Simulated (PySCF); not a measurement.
**Two-component Hartree-Fock for Hg⁵⁵⁺ (mercury, charge +55)**

Start: [Ar] 3d7; 3d3/2 filled at m_j = -3/2, -1/2, +1/2, +3/2; 3d5/2 filled at m_j = +1/2, +3/2, +5/2. Calculated with PySCF 2.14 in an even-tempered Gaussian basis (15 s from 16 bohr⁻², ratio 2.8; 13 p from 21 bohr⁻², ratio 2.8; 8 d from 21 bohr⁻², ratio 2.8; 3 f from 72 bohr⁻², ratio 3): generalised Hartree-Fock with the X2C-1e Hamiltonian and a Gaussian nucleus; one run each with spin-orbit coupling (SO) switched off, then screened by Boettger's factors.

| spinor shell | electrons | ε, spin-free (eV) | ε, screened SO (eV) | weight of nominal j (screened SO) | rms radius, screened SO (bohr) |
| --- | --- | --- | --- | --- | --- |
| 1s1/2 | 2 | -87053.4 | -87017.0 | 1.000 | 0.0187 |
| 2s1/2 | 2 | -18357.0 | -18343.8 | 1.000 | 0.0753 |
| 2p1/2 | 2 | -16321.6 | -17742.3 | 1.000 | 0.0637 |
| 3s1/2 | 2 | -6717.7 | -6713.6 | 1.000 | 0.187 |
| 3p1/2 | 2 | -6110.1 | -6464.2 | 1.000 | 0.178 |
| 3p3/2 | 4 | -6110.1 | -5967.3 | 1.000 | 0.194 |
| 3d3/2 | 4 | -5541.7 | -5598.2 | 0.996 | 0.166 |
| 3d5/2 | 3 | -5541.7 | -5497.3 | 0.997 | 0.170 |

(1) Where does 2p3/2 lie, and what is the 2p spin-orbit splitting (screened SO)?

| quantity | spin-free | screened SO |
| --- | --- | --- |
| E (hartree) | -16955.69453 | -16990.78475 |
| M_J | 9/2 | 9/2 |
| ⟨J²⟩ | 24.750 | 24.750 |
| ⟨L²⟩ | 12.000 | 16.234 |
| ⟨S²⟩ | 3.750 | 2.507 |

Each row is a mean over spinors that exchange with the open shell spreads, by up to 45.187 eV (3p3/2).

Breit and QED terms are absent; they matter most for the inner s and p1/2 levels.

Densities and radii are taken from the X2C orbitals without a picture-change correction, which distorts them close to the nucleus.

Without spin-orbit coupling the j labels of p, d and f shells carry no meaning; the spin-free column gives the mean over the occupied spinors of each nl shell.

Results:

(1) At -15761.7 eV, 1980.6 eV above 2p1/2.
